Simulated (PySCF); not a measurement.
GeH₅O₃P, SMILES [OH][Ge]([OH])([PH2])[OH]. Atoms are numbered in the order given.

```xyz
10

O     -0.3793     0.0968     1.8622
Ge    -0.2540     0.0161     0.0911
O     -1.1097     1.5038    -0.4027
O     -1.1098    -1.4382    -0.4686
P      1.8847    -0.1447    -0.7937
H     -0.7782     0.9365     2.1330
H     -1.2914     1.5408    -1.3514
H     -1.8658    -1.6431     0.0999
H      2.1885    -1.2725     0.0286
H      2.3953     0.7952     0.1539
```
Charge 0, spin multiplicity 1.

Geometry optimised at B3LYP-D3(BJ)/def2-SVP. The structure was generated by enumeration, and PubChem lists no compound with its InChIKey, so it may never have been made. One conformer was computed; it need not be the lowest.

Level of theory: PBE0/pcSseg-1 run with PySCF.

GIAO shieldings, no solvent; atoms listed in one row are averaged. δ = σ(ref) − σ: ¹⁷O against H2O (σ = 334.2 ppm); ⁷³Ge against GeH4 (σ = 1658.3 ppm); ³¹P against PH3 (σ = 586.6 ppm); ¹H against TMS (σ = 31.56 ppm), references at their B3LYP-D3(BJ)/def2-TZVP geometries, non-relativistic.

Computed chemical shifts:
```
nucleus  atoms  count  δ (ppm)
-------  -----  -----  -------
¹⁷O         O4      1     79.5
¹⁷O         O3      1     78.2
¹⁷O         O1      1     69.6
⁷³Ge       Ge2      1    408.9
³¹P         P5      1      1.3
¹H          H9      1     2.47
¹H          H6      1     2.12
¹H         H10      1     2.12
¹H          H8      1     1.95
¹H          H7      1     1.82
```
